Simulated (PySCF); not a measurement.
A PySCF script (with the pyscf-properties extension) for the NMR shieldings of SMILES C#CC[C@@H](C)[Si@@H]([SiH3])O[SiH3], C5H14OSi3, on a GFN2-xTB geometry:

```python
import basis_set_exchange as bse
import numpy as np
from pyscf import gto, dft
from pyscf.prop import nmr

atoms = """
C     3.680299   -1.209514   -0.782704
C     2.567439   -0.769144   -0.767881
C     1.216211   -0.252700   -0.701777
C     0.741673   -0.092760    0.751477
C     1.559899    0.983053    1.458970
Si   -1.131464    0.309690    0.823909
Si   -1.683438    2.204302   -0.371702
O    -1.929595   -0.959601    0.183023
Si   -2.544399   -2.123225   -0.754109
H     4.656332   -1.592237   -0.815606
H     1.180689    0.715330   -1.211893
H     0.555154   -0.943540   -1.234325
H     0.924536   -1.046181    1.261495
H     1.405948    1.954104    0.989108
H     2.622858    0.748959    1.416860
H     1.266626    1.062524    2.503510
H    -1.546299    0.264301    2.235283
H    -1.247738    3.418642    0.329322
H    -3.123596    2.357361   -0.601856
H    -1.062335    2.275307   -1.703895
H    -3.124363   -3.104699    0.157020
H    -1.448992   -2.690226   -1.541947
H    -3.540194   -1.482766   -1.612204
"""
names = dict.fromkeys(["C", "Si", "O", "H"], "pcSseg-1")
basis = {el: gto.basis.parse(bse.get_basis(n, elements=[el], fmt="nwchem")) for el, n in names.items()}
mol = gto.M(atom=atoms, basis=basis, charge=0, verbose=0)
mf = dft.RKS(mol, xc="PBE0")
mf.grids.level = 2
mf.grids.alignment = dft.numint.BLKSIZE   # the property module wants whole blocks of grid points
mf.conv_tol = 1e-9
mf.kernel()

calc = nmr.RKS(mf)   # GIAO
C = mf.mo_coeff
Co = C[:, mf.mo_occ > 0]
resp = mf.gen_response(singlet=True, hermi=2)
def vind(x):   # induced exchange potential for any number of trial vectors
    d = np.einsum("pi,xij,qj->xpq", C, 2 * x.reshape(-1, C.shape[1], Co.shape[1]), Co, optimize=True)
    return np.einsum("xpq,pi,qj->xij", resp(d - d.transpose(0, 2, 1)), C, Co, optimize=True).ravel()
mo1, _ = nmr.rhf.solve_mo1(calc, with_cphf=vind)
sigma = calc.kernel(mo1)
for i, s in enumerate(sigma):   # ppm
    print("%2d %-2s %9.2f" % (i, mol.atom_pure_symbol(i), np.trace(s) / 3))
```

**Question.** What does it print?

**Answer.** 
```
 0 C     111.06
 1 C      97.94
 2 C     163.15
 3 C     157.39
 4 C     173.25
 5 Si    352.51
 6 Si    480.84
 7 O     323.91
 8 Si    392.64
 9 H      30.25
10 H      29.73
11 H      28.88
12 H      30.19
13 H      31.46
14 H      29.73
15 H      30.76
16 H      26.15
17 H      28.53
18 H      28.32
19 H      28.29
20 H      26.58
21 H      26.50
22 H      26.58
```

These numbers come from an equivalent density-fitted implementation of the same equations, which agrees with the script to about 0.01 ppm for H and up to a few tenths of a ppm for heavy atoms, so last digits may differ.

**Question.** Turn these shieldings into chemical shifts. Scale: TMS for ¹³C (186.93 ppm), ²⁹Si (349.16 ppm), ¹H (31.72 ppm); ¹⁷O (336.08 ppm) against H2O (reference shieldings calculated alike).

**Answer.** Averaging equivalent atoms: C 1: 89.0; C 0: 75.9; C 3: 29.5; C 2: 23.8; C 4: 13.7; Si 5: -3.4; Si 8: -43.5; Si 6: -131.7; O 7: 12.2; H 16: 5.57; H 20/21/22: 5.17; H 17/18/19: 3.34; H 11: 2.83; H 10: 1.98; H 12: 1.53; H 9: 1.47; H 13/14/15: 1.07 ppm. Experimental scales use liquid or dissolved standards, which lie at an offset from isolated H2O (liquid H2O: subtract about 36 ppm).

Size and cost of the density-fitted run: 244 basis functions, 110 s wall time on 1 thread of an Arm Neoverse N1, shared host; peak memory 1.1 GiB.
